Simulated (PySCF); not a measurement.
GaO, SMILES [O]=[Ga], multiplicity 2. Atoms are numbered in the order given.

```xyz
2

Ga     0.0000     0.0000    -0.3510
O      0.0000     0.0000     1.3601
```
Charge 0, spin multiplicity 2.

The structure is a stationary point at PBE-D3(BJ)/def2-TZVPD.

Calculation: B3LYP/def2-TZVPD (PySCF).

Mulliken values depend strongly on the basis, most of all with diffuse functions as here. ESP charges are fitted to the potential on shells at 1.4 to 2.0 van der Waals radii. Atomic charges (e):

```csv
atom,ESP fit,Mulliken,Mulliken spin
Ga1,0.48,0.30,0.42
O2,-0.48,-0.30,0.58
```
